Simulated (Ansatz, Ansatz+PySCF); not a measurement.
```xyz
2

Mg    0.0000    0.0000    0.0000
F     0.0000    0.0000    1.8375
```

Basis set: def2-SVP (spherical functions). Correlated methods keep 2 orbitals frozen. Charge 0, multiplicity 2.

Computed with Ansatz (development build ahead of 0.2.0); each method stands on the lowest determinant of its kind that the runs found.

Problem. Give the atomization energy at this shape (free ground-state atoms in the same class of orbitals less the molecule, no zero-point energy) of doublet MgF by UHF-CCSD(T), UHF-MP2, ROHF, UHF.

Solution.

```
     method  atomization energy
UHF-CCSD(T)      95.81 kcal/mol
    UHF-MP2     108.34 kcal/mol
       ROHF      79.78 kcal/mol
        UHF      77.61 kcal/mol
```
